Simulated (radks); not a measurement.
The molybdenum ion Mo2+ inside a hard spherical wall (all orbitals vanish at R), configuration held at [Kr] 4d4 and not refilled when levels cross. Method: scalar-relativistic Kohn-Sham, LDA (Slater exchange, Perdew-Wang correlation), spin-unpolarised, spherical densities, point nucleus; computed with a radial shooting solver on a logarithmic mesh with Libxc functionals. Eigenvalues in eV, with the zero of energy where the potential of the charges vanishes at infinity; a dash marks a level that is unbound or too diffuse for the functional's potential to be trusted. A positive occupied level is held by the wall or, in an anion where self-interaction has pushed it up, behind a barrier. The pressure on the wall is -dE/dV.

R (bohr),E (hartree),kinetic (hartree),e(3d),e(4s),e(4p),e(4d),"e(5s, empty)","e(5p, empty)",pressure (GPa)
free,-4043.57853,4168.113,-239.99,-82.874,-56.899,-21.057,-17.998,-12.819,0
20,-4043.57853,4168.113,-239.99,-82.874,-56.899,-21.057,-17.998,-12.819,< 0.0001
15,-4043.57853,4168.113,-239.99,-82.874,-56.899,-21.057,-17.998,-12.819,< 0.0001
12,-4043.57853,4168.113,-239.99,-82.874,-56.899,-21.057,-17.998,-12.819,< 0.0001
8,-4043.57851,4168.114,-239.98,-82.872,-56.897,-21.055,-17.990,-12.766,0.00203
5,-4043.56696,4168.211,-239.51,-82.457,-56.501,-20.657,-16.792,-10.309,2.09
4,-4043.50025,4168.624,-237.91,-81.134,-55.248,-19.233,-12.741,-4.214,21.9
3.5,-4043.37161,4169.324,-235.79,-79.478,-53.661,-17.238,-7.031,3.470,78.5
3,-4042.99919,4171.234,-231.36,-76.196,-50.403,-12.886,5.487,19.098,324
2.5,-4041.77500,4177.103,-221.25,-68.941,-42.738,-2.559,34.989,53.333,1620
1.5,-4016.27087,4267.611,-138.23,15.136,50.908,109.36,339.44,370.88,87700
